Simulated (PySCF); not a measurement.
# Correlation energy of Si²⁺ (silicon, charge +2)

[Ne] 3s2, closed-shell 1S. Calculation: PySCF 2.14, in dyall-acv3z; no relativity, point nucleus. Frozen: [Ne]; 2 electrons correlated; the 23 highest virtual orbitals of each spin left out.

With two correlated electrons CCSD is exact within the correlated space (frozen core and kept virtual orbitals).

| level | correlation energy (mhartree) |
| --- | --- |
| CCSD | -45.50 |

Diagnostics: T1 = 0.0065, D1 = 0.0092, largest double amplitude 0.116.

Cost of the coupled-cluster step: of the order of 2.2 core-seconds, for 2 correlated electrons.

Iterations:

```
CC2 = 0
CCSD nocc = 1, nmo = 85
frozen orbitals [0, 1, 2, 3, 4, 90, 91, 92, 93, 94, 95, 96, 97, 98, 99, 100, 101, 102, 103, 104, 105, 106, 107, 108, 109, 110, 111, 112]
max_cycle = 100
direct = 0
conv_tol = 1e-08
conv_tol_normt = 1e-06
diis_space = 8
diis_start_cycle = 0
Init t2, MP2 energy = -288.028519346889  E_corr(MP2) -0.0328367959822488
Init E_corr(CCSD) = -0.0328367959853468
cycle = 1  E_corr(CCSD) = -0.0401366416158498  dE = -0.00729984563  norm(t1,t2) = 0.0455827
cycle = 2  E_corr(CCSD) = -0.0430927162419615  dE = -0.00295607463  norm(t1,t2) = 0.0206666
cycle = 3  E_corr(CCSD) = -0.0455087191169431  dE = -0.00241600287  norm(t1,t2) = 0.00971772
cycle = 4  E_corr(CCSD) = -0.0454935196543473  dE = 1.51994626e-05  norm(t1,t2) = 0.000456136
cycle = 5  E_corr(CCSD) = -0.0455005977307948  dE = -7.07807645e-06  norm(t1,t2) = 3.05459e-05
cycle = 6  E_corr(CCSD) = -0.0454992692197173  dE = 1.32851108e-06  norm(t1,t2) = 5.79217e-06
cycle = 7  E_corr(CCSD) = -0.0454992204776286  dE = 4.87420888e-08  norm(t1,t2) = 5.50852e-07
cycle = 8  E_corr(CCSD) = -0.0454992524231363  dE = -3.19455077e-08  norm(t1,t2) = 1.31998e-07
cycle = 9  E_corr(CCSD) = -0.0454992453999055  dE = 7.02323083e-09  norm(t1,t2) = 3.87181e-08
CCSD converged
E(CCSD) = -288.0411817963072  E_corr = -0.04549924539990548
```
